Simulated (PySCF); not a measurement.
Job file and geometry (Å, from GFN2-xTB) of an NMR shielding run on `InChI=1S/C4H8BFO/c1-3-5-7-4(2)6/h5H,2-3H2,1H3`, GIAO PBE0/pcSseg-1 NMR shielding, non-relativistic, gas phase (PySCF); density fitting, a coarse starting grid and PySCF grid level 2 are the driver's defaults:

```
$ OMP_NUM_THREADS=1 python probes_run.py task.json out

{"job": {"kind": "nmr", "xc": "PBE0", "basis": "pcSseg-1"}, "charge": 0, "multiplicity": 1}
C      3.362227     0.253286     0.187005
C      2.152285     0.693817    -0.113368
F      1.973796     1.995552    -0.442410
O      1.050588    -0.044863    -0.128723
B     -0.217220     0.335234    -0.400546
C     -1.305299    -0.818728    -0.380276
C     -2.710675    -0.366405     0.023623
H      4.203050     0.918374     0.174192
H      3.515185    -0.775076     0.447513
H     -0.491220     1.451706    -0.655156
H     -1.362248    -1.240965    -1.388973
H     -0.990526    -1.640180     0.266286
H     -2.709026     0.018623     1.040436
H     -3.061560     0.422895    -0.636280
H     -3.413769    -1.195280    -0.026546
```

Task: What does the program print?

Result: 
```
coarse grid: 12568 points
cycle   1  E = -356.5632502450  dE =  8.766e-01  |g| = 7.545e-01  |ddm| = 3.291e+00
cycle   2  E = -356.4777919547  dE =  8.546e-02  |g| = 1.020e+00  |ddm| = 1.014e+00
cycle   3  E = -356.6730416802  dE = -1.952e-01  |g| = 8.072e-02  |ddm| = 6.030e-01
cycle   4  E = -356.6743505200  dE = -1.309e-03  |g| = 4.221e-02  |ddm| = 9.984e-02
cycle   5  E = -356.6747426406  dE = -3.921e-04  |g| = 1.121e-02  |ddm| = 3.489e-02
cycle   6  E = -356.6747660953  dE = -2.345e-05  |g| = 3.558e-03  |ddm| = 8.672e-03
cycle   7  E = -356.6747688857  dE = -2.790e-06  |g| = 7.945e-04  |ddm| = 2.866e-03
final grid: 121832 points
cycle   8  E = -356.7322589223  dE = -3.940e-05  |g| = 1.064e-02  |ddm| = 2.247e-02
cycle   9  E = -356.7322391425  dE =  1.978e-05  |g| = 1.494e-02  |ddm| = 1.527e-02
cycle  10  E = -356.7322820904  dE = -4.295e-05  |g| = 1.522e-03  |ddm| = 8.939e-03
cycle  11  E = -356.7322826047  dE = -5.143e-07  |g| = 3.243e-04  |ddm| = 1.378e-03
cycle  12  E = -356.7322826236  dE = -1.890e-08  |g| = 1.144e-04  |ddm| = 2.518e-04
cycle  13  E = -356.7322826260  dE = -2.338e-09  |g| = 3.176e-05  |ddm| = 8.137e-05
cycle  14  E = -356.7322826262  dE = -2.274e-10  |g| = 7.386e-06  |ddm| = 2.803e-05
converged SCF energy = -356.7322826262

GIAO shielding tensors (ppm)
atom      isotropic    diamagn.    paramagn.     s11        s22        s33       span
  0 C      111.864     253.406    -141.543     42.789    129.055    163.747    120.957
  1 C       17.246     248.890    -231.644    -87.447     57.104     82.081    169.528
  2 F      255.888     475.580    -219.693    168.568    280.481    318.614    150.046
  3 O       88.098     397.426    -309.328    -43.626     56.439    251.480    295.106
  4 B       50.207     194.302    -144.096    -11.828     61.901    100.548    112.376
  5 C      167.605     254.206     -86.601    154.148    168.676    179.990     25.841
  6 C      176.167     245.627     -69.460    167.575    174.877    186.049     18.474
  7 H       27.553      27.147       0.406     25.077     26.370     31.211      6.134
  8 H       27.625      30.650      -3.025     25.172     26.572     31.132      5.960
  9 H       26.029      32.473      -6.445     23.689     24.463     29.934      6.246
 10 H       30.872      31.960      -1.087     26.061     30.255     36.302     10.241
 11 H       30.600      33.829      -3.229     25.859     30.673     35.267      9.408
 12 H       30.779      30.039       0.740     26.565     28.904     36.867     10.302
 13 H       30.418      29.223       1.195     26.410     28.319     36.525     10.114
 14 H       30.447      27.842       2.605     25.737     28.328     37.274     11.537
```

Size and cost of the density-fitted run: 159 basis functions, 9.2 s wall time on 1 thread of an AMD EPYC 9R45 96-Core, shared host; peak memory 0.73 GiB.
